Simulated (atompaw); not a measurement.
**What one change does to a pseudopotential (Ir, PAW (atompaw))**

iridium, PAW, made with atompaw 4.2.0.5 (PBE, scalar-relativistic). Core [Kr] 4d10 4f14, reference 5s2 5p6 5d8 6s1 6p0. Waves: 5s (bound): rc 1.35 bohr; 6s (bound): rc 1.80 bohr; 5p (bound): rc 1.80 bohr; 6p (bound, empty): rc 2.40 bohr; 5d (bound): rc 2.40 bohr; 5d channel at 2 Ry: rc 2.40 bohr; 5f channel at 0.2 Ry: rc 2.40 bohr; 5f channel at 1.7 Ry: rc 1.80 bohr. Local part: vpsmatchnc scheme with l = 4 at -0.5 Ry, radius 1.75 bohr. Core correction: smooth core density matched at 2.30 bohr. Augmentation charge: gaussian compensation charge, radius 1.85 bohr; PAW radius 2.40 bohr; waves and projectors: custom polynom2 7 10 vanderbiltortho.

Change: all radii scaled by about 0.88 (s 1.18, p 1.58, d 2.10, f 2.10 bohr); local potential vpsmatchnc scheme with l = 4 at -0.5 Ry, radius 1.54 bohr; augmentation gaussian compensation charge, radius 1.62 bohr; PAW radius 2.10 bohr; waves and projectors: custom polynom2 7 10 vanderbiltortho; core correction smooth core density matched at 2.02 bohr.

Cutoffs: the cutoffs (Ry, on a coarse ladder) from which the occupation-weighted sum of valence levels, in a spherical-Bessel basis at the reference potential, stays within 10 and 1 mRy of its value at 400 Ry; they do not see the model core or the augmentation charge, which bear on the density cutoff.

**Question.** What does the change do?

**Answer.** The potential gets harder (35 Ry and 100 Ry → 35 Ry and 140 Ry); a bound ghost appears in f, s, which as a rule spoils a file. A smaller radius makes the pseudo-wave follow the all-electron one further in, where it bends more sharply, so more plane waves are needed.

```json
{"quantity": "cutoff, loose", "base": "35 Ry", "changed": "35 Ry"}
{"quantity": "cutoff, tight", "base": "100 Ry", "changed": "140 Ry"}
{"quantity": "bound ghosts", "base": "none", "changed": "s, f"}
{"quantity": "lowest overlap eigenvalue by channel", "base": "s 0.66, p 0.52, d 0.88, f 0.26", "changed": "s 0.44, p 0.71, d 0.89, f 0.88"}
```

 A true bound ghost makes a file unfit for plane-wave use even where its test errors are small: the radial tests pick states by their node count and pass the ghost by. The cutoffs see the waves, projectors and local potential, not the compensation charge or the core.
